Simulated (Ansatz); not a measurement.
```yaml
crystal:
  periodic: [false, false, false]
  atoms:
    - {symbol: O, position_ang: [-0.720261, 0.752457, -0.306356]}
    - {symbol: Cu, position_ang: [0.859530, -0.304289, 0.303480]}
    - {symbol: Br, position_ang: [2.211405, -1.312988, 1.112130]}
    - {symbol: H, position_ang: [-1.834298, 0.350295, -0.085678]}
    - {symbol: H, position_ang: [-0.505668, 0.753779, -1.533546]}
basis:
  gaussian: {orbitals: def2-TZVP}
hamiltonian: {xc: {name: RPBE}, dispersion: d4}
kpoints: {mp_grid: {grid: [2, 2, 2]}}
```

```sh
$ ansatz run in.yaml --threads 2 --pin off --events-out ev --progress --plain --max-ram 32768MiB --backend cpu
```

Shortened log:

```
Error: invalid value for `basis.gaussian`: such a run doesn't read kpoints; remove what it names
```

(1) What is wrong with this run?

## Answers

(1) The input holds a key that doesn't belong there. The program refused the input.
